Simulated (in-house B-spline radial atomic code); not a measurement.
Configurations of Dy⁺, with energies counted from [Xe] 4f10 6s1. All numbers are computed (scalar-relativistic (X2C) wB97X, spin-polarised, spherical fractional occupations, exact exchange averaged over the configuration; Fermi nucleus of rms radius 5.2218 fm) with a B-spline radial code for spherical atoms, not measured. Shells without spins written out take the highest spin.

Occupations are held fixed; configurations that lie above the ionisation limit could autoionise.

| configuration | E - E(ref) (eV) | highest orbital | its <r> (bohr) |
| --- | --- | --- | --- |
| [Xe] 4f10 7d1 | 8.4887 | 7d up | 13.97 |
| [Xe] 4f9 6s1 7s1 | 8.5224 | 7s up | 7.405 |
| [Xe] 4f9 6s1 7p1 | 9.8 | 7p up | 8.977 |
| [Kr] 4d10 4f10 5s2 5p5 6s1 7s1 | 30.754 | 7s up | 7.437 |
| [Kr] 4d9 4f10 5s2 5p6 6s1 6d1 | 161.14 | 6d up | 7.095 |
| [Kr] 4d9 4f10 5s2 5p6 6s1 7p1 | 161.51 | 7p up | 8.936 |

(1) Order these further configurations by energy, lowest first.
A. [Kr] 4d9 4f10 5s2 5p6 6s1 7d1
B. [Kr] 4d10 4f11 5s2 5p5 6s1
C. [Kr] 4d10 4f10 5s2 5p5 5d1 6s1
D. [Xe] 4f10 7p1
E. [Xe] 4f11

(2) How far above the reference does [Xe] 4f9 5d1 6s1 lie?

Results:

(1) E (4.2395 eV), D (7.1331 eV), C (23.958 eV), B (24.741 eV), A (163.12 eV).

(2) 1.7235 eV; its least bound orbital is 5d up with <r> = 2.455 bohr.
